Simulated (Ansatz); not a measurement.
Computed with Ansatz on PBE0-D4/def2-TZVP structures; ΔE is electronic, products minus reactants. CCSD(T)/CBS adds triple-zeta CCSD(T) − MP2 to the extrapolated MP2 energy (def2 sets, frozen cores). Functionals use def2-TZVPP. For Br outer-core shells are correlated without core-valence functions, which leaves a few kJ/mol of doubt a bond. Scalar relativity is left out up to krypton. One conformer a species, not always the lowest.

Reaction (formal exchange of groups at the Si–O bond): `C[Si](N)(O)Br` + `CC(O)O` → `C[SiH](N)Br` + `OCC(O)O`

`C[Si](N)(O)Br`:

Z-matrix (Å, degrees):
```
C
Si 1 1.848
H 1 1.093 2 109.9
H 1 1.093 2 110.9 3 -120.2
H 1 1.091 2 110.6 3 120.2
N 2 1.694 1 110.1 3 62.0
O 2 1.637 1 114.9 3 -58.0
Br 2 2.263 1 106.5 3 -173.8
H 6 1.007 2 120.7 1 42.1
H 6 1.007 2 120.1 1 -170.5
H 7 0.958 2 116.3 1 -97.8
```

`CC(O)O`:

Z-matrix (Å, degrees):
```
C
C 1 1.508
H 1 1.090 2 110.0
H 1 1.091 2 110.6 3 120.7
H 1 1.094 2 109.8 3 -120.1
O 2 1.403 1 107.2 3 179.3
O 2 1.402 1 112.8 3 56.4
H 2 1.097 1 110.8 3 -59.9
H 6 0.962 2 107.5 1 179.9
H 7 0.964 2 107.6 1 55.6
```

`C[SiH](N)Br`:

```xyz
10

C     0.806    0.348   -1.110
Si    0.126   -0.456    0.416
N    -1.526   -0.067    0.597
Br    1.414    0.221    2.137
H     0.709    1.434   -1.048
H     0.266   -0.001   -1.993
H     1.865    0.112   -1.226
H     0.239   -1.932    0.422
H    -1.824    0.892    0.516
H    -2.075   -0.552    1.289
```

`OCC(O)O`:

Cartesian coordinates in Å:
```
O -0.083 1.676 -0.077
C -0.861 0.508 -0.226
C 0.022 -0.715 -0.082
O 0.471 -0.705 1.256
O 1.088 -0.679 -0.976
H 0.282 1.651 0.815
H -1.677 0.465 0.505
H -1.287 0.533 -1.230
H -0.532 -1.636 -0.298
H 1.191 -1.339 1.320
H 1.384 0.241 -1.007
```

```json
{"species": "`C[Si](N)(O)Br`", "PBE energy (Eh)": "-3034.84338"}
{"species": "`CC(O)O`", "PBE energy (Eh)": "-230.10331"}
{"species": "`C[SiH](N)Br`", "PBE energy (Eh)": "-2959.59798"}
{"species": "`OCC(O)O`", "PBE energy (Eh)": "-305.28184"}
```

(1) Work out ΔE.

Largest T1 diagnostic among the species: 0.011.

Answers

(1) ΔE = (-2959.59798) + (-305.28184) − (-3034.84338) − (-230.10331) = 0.06687 Eh = +1.82 eV. CCSD(T)/CBS gives +1.97 eV.

From PBE to PBE0 (25 % exact exchange), in def2-TZVPP and without D4, ΔE moves by +0.05 eV.
